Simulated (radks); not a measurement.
The antimony anion Sb3-, [Xe], held by a Watson sphere: a shell of charge +3 at radius R that stands for the Madelung well of a crystal (potential energy -3/R inside, -3/r outside, in hartree with lengths in bohr). Method: scalar-relativistic Kohn-Sham, LDA (Slater exchange, VWN5 correlation), spin-polarised, spherical densities, finite nucleus; Fermi nuclear charge, rms radius of each element as measured or else 0.836 A^(1/3) + 0.57 fm; computed with a radial shooting solver on a logarithmic mesh with Libxc functionals. Response by self-consistent Sternheimer equations with the Hartree and adiabatic LDA kernel, the relativistic mass of each level held fixed and spin-orbit coupling left out. The sphere does not respond.

R (bohr)  e(4d) (eV)  e(5s) (eV)  e(5p) (eV)  <r> 5p (bohr)  sum of <r^2> (bohr^2)  X-ray form factor at sin(theta)/lambda = 0.2 1/angstrom  alpha (bohr^3)
2.56         -33.156     -15.037      -7.120          2.776                  85.75                                                   40.932           50.13
2.89         -32.278     -14.071      -6.597          2.907                  91.51                                                   40.823           60.89
2.91         -32.236     -14.017      -6.565          2.915                  91.87                                                   40.818           61.63
3.45         -31.399     -12.721      -5.702          3.129                  101.8                                                   40.743           86.03
4.11         -30.782     -11.545      -4.753          3.383                  114.6                                                   40.752           129.7
4.53         -30.496     -10.985      -4.234          3.539                  123.0                                                   40.783           167.8
4.58         -30.466     -10.927      -4.177          3.557                  124.0                                                   40.787           172.9
5.43         -30.042     -10.145      -3.343          3.861                  142.4                                                   40.850           285.3
